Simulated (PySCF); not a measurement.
# Highest orbital energy against ionisation energy along group 15

Calculated with PySCF 2.14, no spin-orbit coupling. Each cell gives −ε(HOMO) / ΔSCF in eV; NIST values include spin-orbit coupling, (s) semi-empirical, (t) theoretical.

```
                                                                               species              UHF              LDA              PBE             PBE0           r2SCAN  NIST (lowest levels)
 N⁺ (x2c-QZVPPall with one added diffuse shell each of s, p, d, f type, spin-free X2C)  30.377 / 29.203  22.003 / 30.056  22.016 / 29.897  24.238 / 29.908  22.795 / 30.133            29.601 (s)
 P⁺ (x2c-QZVPPall with one added diffuse shell each of s, p, d, f type, spin-free X2C)  19.722 / 19.157  14.907 / 19.811  14.972 / 19.770  16.320 / 19.808  15.403 / 19.937            19.769 (s)
As⁺ (x2c-QZVPPall with one added diffuse shell each of s, p, d, f type, spin-free X2C)  18.447 / 17.979  14.048 / 18.661  14.018 / 18.502  15.295 / 18.556  14.454 / 18.724                18.589
Sb⁺ (x2c-QZVPPall with one added diffuse shell each of s, p, d, f type, spin-free X2C)  16.400 / 16.002  12.641 / 16.671  12.567 / 16.475  13.695 / 16.537  12.943 / 16.650        16.626 ± 0.025
```

Task: How far is −ε(HOMO) from ΔSCF on average for each method, and why?

Result: UHF 0.65 eV; LDA -5.40 eV; PBE -5.27 eV; PBE0 -3.82 eV; r2SCAN -4.96 eV. Hartree-Fock orbital energies lack relaxation and so exceed the ΔSCF value; semilocal functionals have convex E(N) from self-interaction, so their HOMO lies far too high; exact exchange moves hybrids part of the way back.
